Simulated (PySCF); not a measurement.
C₄H₄ClF, SMILES C=C(Cl)/C=C\F. Heavy atoms are numbered as in [CH2:1]=[C:2]([Cl:3])/[CH:4]=[CH:5]\[F:6]. Hydrogens are named by the atom that carries them.

Geometry optimised at B3LYP-D3(BJ)/def2-SVP. The structure was generated by enumeration; whether it is a known compound was not checked. One conformer was computed; it need not be the lowest.

Level of theory: PySCF with PBE0/pcSseg-1.

GIAO shieldings, no solvent; atoms alike by connectivity are averaged. δ = σ(ref) − σ: ¹³C against TMS (σ = 186.3 ppm); ³⁵Cl against HCl (σ = 945.9 ppm); ¹⁹F against CFCl3 (σ = 167.2 ppm); ¹H against TMS (σ = 31.56 ppm), references at their B3LYP-D3(BJ)/def2-TZVP geometries, non-relativistic (without spin–orbit terms, shifts of atoms bonded to Cl or Br come out too high).

### Question
Estimate the chemical shifts. (Estimate from the structure and the level; the computed values follow.)

### Answer

```json
[
 {"nucleus": "¹³C", "atoms": "C5 (CH)", "count": "1", "δ (ppm)": "159.9"},
 {"nucleus": "¹³C", "atoms": "C2", "count": "1", "δ (ppm)": "150.6"},
 {"nucleus": "¹³C", "atoms": "C1 (CH2)", "count": "1", "δ (ppm)": "125.3"},
 {"nucleus": "¹³C", "atoms": "C4 (CH)", "count": "1", "δ (ppm)": "117.2"},
 {"nucleus": "³⁵Cl", "atoms": "Cl3", "count": "1", "δ (ppm)": "256.1"},
 {"nucleus": "¹⁹F", "atoms": "F6", "count": "1", "δ (ppm)": "-113.4"},
 {"nucleus": "¹H", "atoms": "H on C5", "count": "1", "δ (ppm)": "6.77"},
 {"nucleus": "¹H", "atoms": "H on C1", "count": "2", "δ (ppm)": "5.71"},
 {"nucleus": "¹H", "atoms": "H on C4", "count": "1", "δ (ppm)": "5.48"}
]
```
